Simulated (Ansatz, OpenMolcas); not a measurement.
# C3H5Ga (SMILES C#[C][GaH][CH3]): the electronic atomisation energy, rung by rung

The species is C3H5Ga (9 atoms), meant as a singlet with charge 0. As SMILES, `C#[C][GaH][CH3]`. Geometry: relaxed at PBE0-D4/def2-TZVP.

Each level gives the electronic atomisation energy (eV). The values are calculated. Electronic energies at fixed atoms, without zero-point motion or spin-orbit coupling.

```csv
level,kind,program,value (eV),CPU time (all runs)
PBE/6-31G* (spherical functions),GGA,Ansatz,35.08,7.5 s
revPBE/6-31G* (spherical functions),GGA,OpenMolcas,33.91,59 s
TPSS/6-31G* (spherical functions),meta-GGA,OpenMolcas,34.75,72 s
B3LYP/6-31G* (spherical functions),global hybrid,OpenMolcas,34.12,80 s
BHLYP/6-31G* (spherical functions),global hybrid,Ansatz,33.23,9.2 s
r2SCAN0/6-31G* (spherical functions),hybrid meta-GGA,Ansatz,34.01,15 s
wB97X/6-31G* (spherical functions),range-separated hybrid,Ansatz,34.48,26 s
PBE-QIDH/6-31G* (spherical functions),double hybrid,Ansatz,33.70,10 s
```

All-electron rows without a relativistic Hamiltonian named are non-relativistic. The values span 33.23 to 35.08 eV. Times are those of the runs behind each value, whatever else they computed, on shared processors of several kinds: orders of magnitude only.
